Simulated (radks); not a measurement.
Question: Species: Cd6+. Configuration: [Kr] 4d6. Calculated with a radial shooting solver on a logarithmic mesh with Libxc functionals: Dirac Kohn-Sham, PBE, spin-unpolarised, spherical densities, finite nucleus; open shells fill j = l - 1/2 first; Fermi nuclear charge, rms radius 4.6087 fm. Some entries of the table are withheld. Estimate them.

orbital,occ.,eigenvalue (hartree),<r^2> (bohr^2),r(max) (bohr)
1s1/2,2,-977.7692,0.001250,0.01968
2s1/2,2,-148.2235,0.02037,0.1114
2p1/2,2,-138.2400,0.01520,0.08597
2p3/2,4,-131.1675,0.01652,0.09031
3s1/2,2,-30.53654,0.1466,0.3239
3p1/2,2,-26.53727,(1),(2)
3p3/2,4,-25.27185,(3),(4)
3d3/2,4,-18.20069,(5),(6)
3d5/2,6,-17.94323,(7),(8)
4s1/2,2,-7.30790,0.8339,0.7894
4p1/2,2,-5.99101,0.9324,0.8185
4p3/2,4,-5.75930,0.9853,0.8415
4d3/2,4,-3.66278,1.336,0.9250
4d5/2,2,-3.62786,1.359,0.9330
5s1/2,0,-2.58644,4.103,1.810
5p1/2,0,-2.19975,4.891,1.973
5p3/2,0,-2.15187,5.094,2.019

Answer: 
(1) 3p1/2 <r^2> (bohr^2): 0.1417
(2) 3p1/2 r(max) (bohr): 0.3103
(3) 3p3/2 <r^2> (bohr^2): 0.1506
(4) 3p3/2 r(max) (bohr): 0.3203
(5) 3d3/2 <r^2> (bohr^2): 0.1313
(6) 3d3/2 r(max) (bohr): 0.2639
(7) 3d5/2 <r^2> (bohr^2): 0.1340
(8) 3d5/2 r(max) (bohr): 0.2668
